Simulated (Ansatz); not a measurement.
(E)-1-bromo-1-chloro-2-fluoroethene (C₂HBrClF), SMILES F/C=C(\Cl)Br.

Geometry: TPSSh-D3(BJ)/def2-SVP.

Two levels are set side by side: PBE/def2-SVPD (Ansatz, a program for electronic structure) and CAM-B3LYP/def2-SVPD (Ansatz). Energy differences of separate SCF runs at the same geometry; the states with an electron removed or added have multiplicity 2 and 2. Differences are taken from unrounded values.

```tsv
quantity	CAM-B3LYP
vertical ionisation energy (eV)	9.73
vertical singlet–triplet gap (eV)	3.84
```

Problem. What does PBE give, and how far is it from CAM-B3LYP? (Estimate from the structure and the level; the computed values follow.)

Solution. 
```csv
quantity,PBE,PBE minus CAM-B3LYP
vertical ionisation energy (eV),9.31,-0.42
vertical singlet–triplet gap (eV),3.86,0.02
```
